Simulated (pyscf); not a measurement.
PySCF, gas phase, ωB97X-D3(BJ)/def2-SVP geometries. MP2 and CC: frozen core, UHF for open shells. ΔMP2 is the change of the MP2 total energy from the triple- to the quadruple-zeta basis.

SMILES: [GaH2][AlH][AsH2]
```xyz
8

Ga    -0.8336     0.0273     0.5541
Al    -1.5793    -0.8971    -1.6348
As    -0.3525    -0.4382    -3.6675
H      0.0635    -0.7965     1.5574
H     -1.1911     1.4875     1.0327
H     -2.9209    -1.7385    -1.8124
H     -0.3853    -1.8970    -4.0916
H      1.0036    -0.5514    -2.9909
```
Charge 0, spin multiplicity 1.

**Question.** What is the homolytic dissociation enthalpy (298 K, CCSD(T)/def2-TZVPP + ΔMP2(QZVPP)) of the Al–Ga bond of H₂Ga–AlH–AsH₂, to GaH₂• + [HAl–AsH₂]•?

**Answer.** Al–Ga to GaH₂• + [HAl–AsH₂]•: 2.78 eV. The radicals are drawn with the spin at the cut bond; how far it spreads was not checked. [HAl–AsH₂]• lies 0.38 eV over its isomer H₂Al–AsH•, and others may lie lower still (electronic energy, ωB97M-D3(BJ)). The CCSD(T) − MP2 part came from Ansatz, without density fitting, on the same reference. The frozen core leaves the outer d or s,p core shells of the metals and heavy elements correlated in the MP2 and CC values, and def2-TZVPP describes them poorly, which can shift differences by a few kcal/mol. Elements up to Kr have no core potential and no relativistic terms here.
